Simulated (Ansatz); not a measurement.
Start from `[CH3][Sn]([F])([F])[C]#N` and change one atom or group to get `N#[C][Sn]([F])([F])[C]#N`.

Ansatz, PBE0-D4/def2-TZVP geometries, multiplicity 1. 

Elements past krypton have def2 core potentials.

```json
{"property": "HOMO energy (PBE/def2-TZVPP) / eV", "`[CH3][Sn]([F])([F])[C]#N`": "-8.56"}
{"property": "LUMO energy (PBE/def2-TZVPP) / eV", "`[CH3][Sn]([F])([F])[C]#N`": "-2.52"}
{"property": "HOMO energy (PBE0/def2-TZVPP) / eV", "`[CH3][Sn]([F])([F])[C]#N`": "-10.12"}
{"property": "zero-point energy (PBE0-D4/def2-TZVP) / kJ/mol", "`[CH3][Sn]([F])([F])[C]#N`": "126.0"}
{"property": "size of the dipole moment (PBE/def2-TZVPP) / D", "`[CH3][Sn]([F])([F])[C]#N`": "4.87"}
{"property": "LUMO energy (ωB97M-V/def2-TZVPP) / eV", "`[CH3][Sn]([F])([F])[C]#N`": "0.48"}
```

Question: Give the same properties after the change, and the shifts. (An estimate is asked.)

Answer: Ansatz gave: 
```tsv
property	`N#[C][Sn]([F])([F])[C]#N`	shift
HOMO energy (PBE/def2-TZVPP) / eV	-9.49	-0.93
LUMO energy (PBE/def2-TZVPP) / eV	-3.72	-1.20
HOMO energy (PBE0/def2-TZVPP) / eV	-11.21	-1.09
zero-point energy (PBE0-D4/def2-TZVP) / kJ/mol	51.7	-74.3
size of the dipole moment (PBE/def2-TZVPP) / D	0.52	-4.35
LUMO energy (ωB97M-V/def2-TZVPP) / eV	-0.66	-1.14
```

With PBE0 the HOMO falls by 1.09 eV and the LUMO falls by 1.21 eV, so the gap narrows by about 0.12 eV. PBE moves the HOMO by -0.93 eV and ωB97M-V by -1.20 eV. The zero-point energy changes by -74.3 kJ/mol with -6 modes. Dipoles are sizes alone; their direction can turn.
